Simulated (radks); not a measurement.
The cerium ion Ce+ inside a hard spherical wall (all orbitals vanish at R), configuration held at [Xe] 4f1 5d2 and not refilled when levels cross. Method: scalar-relativistic Kohn-Sham, PBE, spin-unpolarised, spherical densities, finite nucleus; Fermi nuclear charge, rms radius 4.8771 fm; computed with a radial shooting solver on a logarithmic mesh with Libxc functionals. Eigenvalues in eV, with the zero of energy where the potential of the charges vanishes at infinity; a dash marks a level that is unbound or too diffuse for the functional's potential to be trusted. A positive occupied level is held by the wall or, in an anion where self-interaction has pushed it up, behind a barrier. The pressure on the wall is -dE/dV.

R (bohr),E (hartree),kinetic (hartree),e(5s),e(5p),e(4f),"e(6s, empty)",e(5d),"e(6p, empty)",pressure (GPa)
free,-8859.8085,9389.661,-44.442,-27.213,-9.221,-7.612,-7.209,-4.807,0
20,-8859.8085,9389.661,-44.442,-27.213,-9.221,-7.612,-7.209,-4.807,< 0.0001
12,-8859.8085,9389.661,-44.438,-27.210,-9.217,-7.608,-7.206,-4.779,0.000469
6,-8859.7818,9389.808,-43.531,-26.360,-8.276,-5.630,-6.227,-0.986,1.98
5,-8859.7216,9390.096,-42.496,-25.392,-7.136,-2.367,-4.822,3.982,10.1
4,-8859.4658,9391.378,-39.911,-22.833,-4.071,7.468,-0.781,17.285,76.7
3.5,-8859.0351,9393.523,-36.939,-19.644,-0.427,19.454,4.137,32.202,255
3,-8857.8757,9398.914,-30.968,-12.826,6.675,43.531,14.171,60.483,972
1.5,-8797.2441,9603.060,149.36,192.95,127.65,564.46,259.60,609.28,190000
